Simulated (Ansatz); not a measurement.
`[SH][Ge]([SH])([Cl])[Cl]` + CH₃OH → `C[O][Ge]([SH])([Cl])[Cl]` + H₂S  (ligand exchange at a Ge–S bond)

Calculated with Ansatz (gas phase, PBE0-D4/def2-TZVP geometries, no zero-point term in ΔE). CBS: MP2 limit from def2 TZ/QZ plus the TZ coupled-cluster correction, frozen cores. This one scheme is used for every species. DFT in def2-TZVPP. HSE06 is defined as in plane-wave codes. For Ge outer-core shells are correlated without core-valence functions, which leaves a few kJ/mol of doubt a bond. Scalar relativity is left out up to krypton. Each species was taken in one conformer, which may not be the lowest.

`[SH][Ge]([SH])([Cl])[Cl]`:

Z-matrix (Å, degrees):
```
Ge
S 1 2.194
Cl 1 2.143 2 109.0
S 1 2.194 2 107.3 3 123.0
Cl 1 2.143 2 113.2 3 -116.6
H 2 1.344 1 92.6 3 29.8
H 4 1.344 1 92.6 2 152.7
```

CH₃OH:

Z-matrix (Å, degrees):
```
C
O 1 1.409
H 1 1.097 2 112.4
H 1 1.090 2 107.0 3 -118.5
H 1 1.097 2 112.4 3 123.0
H 2 0.959 1 108.5 3 -61.6
```

`C[O][Ge]([SH])([Cl])[Cl]`:

```xyz
10

C    -0.159    1.587    0.305
O    -0.515    0.597   -0.645
Ge    0.293   -0.957   -0.608
S     0.037   -2.032    1.290
Cl   -0.520   -1.994   -2.271
Cl    2.397   -0.694   -0.854
H    -0.828    2.434    0.149
H    -0.280    1.226    1.332
H     0.873    1.923    0.166
H    -1.298   -2.090    1.135
```

H₂S:

Z-matrix (Å, degrees):
```
S
H 1 1.341
H 1 1.341 2 92.3
```

```
  level  ΔE (eV)
  HSE06     0.17
LC-ωPBE     0.07
```

Task: What does CCSD(T)/CBS give? (Estimate.)

Result: The calculation gave: +0.06 eV. The listed levels differ from it by 0.11, 0.01 eV.

Largest T1 diagnostic among the species: 0.011.

At CCSD(T), def2-SVP lies −0.13 eV from the extrapolated value and def2-TZVPP −0.06 eV. Leaving LDA and LC-ωPBE aside and taking each functional with its dispersion term where it has one, the values, not all of them listed here, spread over 0.15 eV, from CAM-B3LYP-D4 to HSE06-D4. LDA lies −0.05 eV from PBE without D4.
